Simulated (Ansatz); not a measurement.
`BB` + `C[SiH2]O` → `BO[SiH2]C` + BH₃ at 400 K and 1 bar (cleavage of the B–B bond).

Calculated with Ansatz (gas phase, PBE0-D4/def2-TZVP geometries, no zero-point term in ΔE). CCSD(T)/CBS adds triple-zeta CCSD(T) − MP2 to the extrapolated MP2 energy (def2 sets, frozen cores). This one scheme is used for every species. Each species was taken in one conformer, which may not be the lowest.

| species | CCSD(T)/CBS energy (Eh) | H − E (kJ/mol) | S (J/(mol·K)) |
| --- | --- | --- | --- |
| `BB` | -51.92346 | 119.9 | 250.5 |
| `C[SiH2]O` | -405.96945 | 203.1 | 323.7 |
| `BO[SiH2]C` | -431.39483 | 240.6 | 363.7 |
| BH₃ | -26.55200 | 82.6 | 199.4 |

H − E and S are ideal-gas, rigid-rotor, harmonic terms from PBE0-D4/def2-TZVP, for one conformer and one mirror image of each species. 1 Eh = 2625.50 kJ/mol, R = 8.31446 J/(mol·K).

Question: By hand: ΔE, ΔH, ΔS and ΔG.

Answer: ΔE = (-431.39483) + (-26.55200) − (-51.92346) − (-405.96945) = -0.05392 Eh = -141.6 kJ/mol. Δ(H − E) = 240.6 + 82.6 − 119.9 − 203.1 = 0.2, so ΔH = -141.4 kJ/mol. ΔS = 363.7 + 199.4 − 250.5 − 323.7 = -11.1 J/(mol·K). ΔG = -141.4 − 400 × (-11.1)/1000 = -137.0 kJ/mol.

Question: By hand: the equilibrium constant, and the temperature at which ΔG would vanish if ΔH and ΔS stayed fixed.

Answer: log₁₀ K = −ΔG/(RT ln 10) = 17.9. ΔG = 0 at ΔH/ΔS = 12739 K, far beyond where these terms or the molecules hold.

The number of gas molecules stays the same, so ΔS is small and ΔH decides. A doubt of 5 kJ/mol in ΔE shifts log₁₀ K by 0.7 here. Other conformers and mirror images would add mixing entropy, several J/(mol·K) or more a flexible species. Modes under 60 cm⁻¹, often nearly free rotors, make the harmonic entropy too high. These are equilibria of isolated gas molecules and say nothing of rates. Largest T1 diagnostic: 0.012 (customary marks: 0.02 for closed shells, 0.045 for open ones).
